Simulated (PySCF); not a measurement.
Compound: C9H14O.
Atom-mapped SMILES: `[CH3:1][C@@:2]12[CH:3]=[CH:4][C@@:5]([CH2:6][OH:7])([CH2:8][CH2:9]1)[CH2:10]2`

NICS is the negative of the GIAO shielding at a point without a nucleus: at the ring centre (0) and 1 Å above and below it (1); zz is the component along the ring normal. Level: GIAO PBE0/pcSseg-1 (PySCF, non-relativistic, gas phase) on the GFN2-xTB geometry, one conformer.

Ring bond lengths (Å), with Mayer bond orders in brackets: C2–C3 1.511 (0.95), C3–C4 1.326 (1.87), C4–C5 1.512 (0.94), C5–C10 1.536 (0.94), C10–C2 1.537 (0.94); C2–C9 1.552 (0.96), C9–C8 1.537 (1.05), C8–C5 1.552 (0.95), C5–C10 1.536 (0.94), C10–C2 1.537 (0.94).

**Question.** Give the NICS values of each ring in ppm.

**Answer.** 
```
           ring                                                    type  NICS(0)  NICS(1), two faces  NICS(1)zz, two faces  rms pucker (Å)  centre to ring atoms, mean (Å)
C2–C3–C4–C5–C10  5-membered carbocycle; formal bonds 1 double, 4 single     -5.8         -8.5 / -6.0          -10.4 / -5.5            0.24                            1.23
C2–C9–C8–C5–C10          5-membered carbocycle; formal bonds all single     -7.4         -4.0 / -8.1          -3.3 / -13.8            0.27                            1.26
```

**Question.** What can be read from them?

**Answer.** 
- C2–C3–C4–C5–C10: mean NICS(1)zz -7.9 ppm, shielded. C2, C5, C10 have four or more neighbours, so the value isn't read as a sign of a π ring current. The two faces differ by 4.9 ppm, so no symmetry operation interchanges them.
- C2–C9–C8–C5–C10: mean NICS(1)zz -8.5 ppm, shielded. C2, C5, C8, C9, C10 have four or more neighbours; no verdict on aromaticity is drawn. The two faces differ by 10.5 ppm, so no symmetry operation interchanges them.

**Question.** Give the inner angles of the rings and the Hirshfeld charges of the ring atoms.

**Answer.** 
- C2–C3–C4–C5–C10: C2 100.0° (+0.021 e), C3 107.9° (-0.049 e), C4 107.6° (-0.058 e), C5 100.1° (+0.007 e), C10 94.0° (-0.072 e); sum 509.6° against 540° for a flat convex ring.
- C2–C9–C8–C5–C10: C2 100.3° (+0.021 e), C9 103.4° (-0.073 e), C8 103.1° (-0.075 e), C5 100.5° (+0.007 e), C10 94.0° (-0.072 e); sum 501.2° against 540° for a flat convex ring.

**Question.** What are the shieldings of the ring atoms and their hydrogens in the same run (means over atoms taken as equivalent)?

**Answer.** 
| atoms | environment | σ isotropic (ppm) | principal values of the symmetric part, first atom (ppm) |
| --- | --- | --- | --- |
| C2 | sp3 carbon at a ring junction | 134.6 | 121.5, 134.7, 147.5 |
| C3 | alkene CH carbon | 36.4 | -70.1, 36.7, 142.5 |
| C4 | alkene CH carbon | 44.3 | -64.2, 43.8, 153.1 |
| C5 | sp3 carbon at a ring junction | 127.2 | 106.5, 127.1, 148.0 |
| C8 | ring CH2 carbon | 152.8 | 135.4, 153.0, 170.2 |
| C9 | ring CH2 carbon | 150.3 | 130.9, 147.8, 172.3 |
| C10 | ring CH2 carbon | 127.0 | 98.7, 138.0, 144.4 |
| H on C3 | vinylic hydrogen | 25.45 | 23.9, 25.9, 26.5 |
| H on C4 | vinylic hydrogen | 25.43 | 23.7, 25.6, 27.0 |
| H on C8 | methylene hydrogen | 30.16 | 24.7, 28.8, 37.0 |
| H on C8 | methylene hydrogen | 29.91 | 24.8, 28.5, 36.4 |
| H on C9 | methylene hydrogen | 30.53 | 25.8, 28.1, 37.6 |
| H on C9 | methylene hydrogen | 30.06 | 25.3, 28.7, 36.2 |
| H on C10 | methylene hydrogen | 30.70 | 26.8, 29.5, 35.9 |

The list is cut; further classes of hydrogen are left out.

On an Arm Neoverse V2 with one thread, no GPU, on a shared host, this took 46 s. This is the whole shielding run at PBE0/pcSseg-1, SCF included.
